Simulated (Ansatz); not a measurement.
Cl2FHO2W (`[O]=[W]([OH])([F])([Cl])[Cl]`). Total charge 0; spin multiplicity 1. W: def2 effective core potential. Geometry: relaxed with PBE0-D4/def2-TZVP. It is one conformer, not always the lowest.

```xyz
7

O     1.513    0.531    0.922
W     0.342   -0.038   -0.130
O    -1.222    0.971    0.097
F     0.571    0.988   -1.658
Cl    1.273   -1.766   -1.306
Cl   -0.668   -1.619    1.218
H    -1.809    0.932    0.856
```

(1) What is the dipole moment at ωB97M-V/def2-TZVPP? (Best estimate.)

(2) And with PBE, r2SCAN, B3LYP? (An estimate is asked.)

(3) Give the Mulliken charges with ωB97M-V, PBE, B3LYP in def2-TZVPP. (Best estimate.)

## Answers

(1) Ansatz gave: 1.98 D, with components (-1.77, 0.35, 0.82) D in this frame, pointing from negative to positive charge.

(2) The calculation gave: PBE 1.96 D, r2SCAN 2.01 D, B3LYP 1.99 D.

(3) Ansatz gave: 
| atom | ωB97M-V | PBE | B3LYP |
| --- | --- | --- | --- |
| O1 | -0.28 | -0.24 | -0.30 |
| W2 | 1.09 | 0.95 | 1.16 |
| O3 | -0.35 | -0.31 | -0.36 |
| F4 | -0.27 | -0.22 | -0.27 |
| Cl5 | -0.18 | -0.18 | -0.20 |
| Cl6 | -0.23 | -0.22 | -0.25 |
| H7 | 0.21 | 0.22 | 0.22 |

B3LYP here is the variant with VWN-RPA as its local correlation; programs differ in this.
